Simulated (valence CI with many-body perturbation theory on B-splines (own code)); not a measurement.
Ba VII: what the settings do

Computed by valence CI with perturbative core correlation (CI+MBPT): four valence electrons over a frozen Dirac-Fock core [Kr] 4d10, a basis of 5 s, 5 p, 5 d, 5 f, 2 g functions for each j, with the one-electron correlation potential Σ1, the two-electron term Σ2, the three-electron term Σ3, Breit, model QED; selected CI, second order for the rest, scaled by the run's own slope (own B-spline code, finite nucleus).

Against 10 measured levels this calculation errs by 149 cm⁻¹ on average and by 574 at most. These come from a selection out of Sansonetti and Curry, J. Phys. Chem. Ref. Data 39, 043103 (2010). Levels without a partner in it may be off by more, other configurations by several thousand cm⁻¹.

The reference run has the lowest level (5s^2 5p1/2^2) J=0 and an ionisation energy of 87.4622 eV. Its largest variational space holds 10000 state functions.

Levels are named by their leading jj configuration (3d3/2^4 stands for four electrons in 3d with j = 3/2), which in mixed levels can hold well under half, so a name can repeat and another be missing. Letters in brackets count levels of one name in rising energy.

```csv
Level,Reference (cm⁻¹),Shift (cm⁻¹)
(5s^2 5p1/2 5p3/2) J=1,15452,-37
(5s^2 5p1/2 5p3/2) J=2,21519,-81
(5s^2 5p3/2^2) J=2,42547,-119
(5s^2 5p3/2^2) J=0,61312,+64
(5s 5p1/2^2 5p3/2) J=2,121589,-92
(5s 5p1/2^2 5p3/2) J=1,148382,-86
(4f5/2 5s^2 5p1/2) J=3,149587,+7.0
(5s 5p1/2 5p3/2^2) J=2 [a],150402,-100
(4f7/2 5s^2 5p1/2) J=3,153158,-27
(4f5/2 5s^2 5p1/2) J=2,154515,+4.8
(4f7/2 5s^2 5p1/2) J=4,154802,+169
(5s 5p1/2 5p3/2^2) J=3,156574,-137
```

The ionisation energy moves by +0.0312 eV.

**Question.** Which of these changes was made?
A. cutoff of virtual states (hartree) 6272 → 16.67
B. three-electron term on → off
C. scale of Σ1 1 → 0

**Answer.** B. three-electron term on → off.
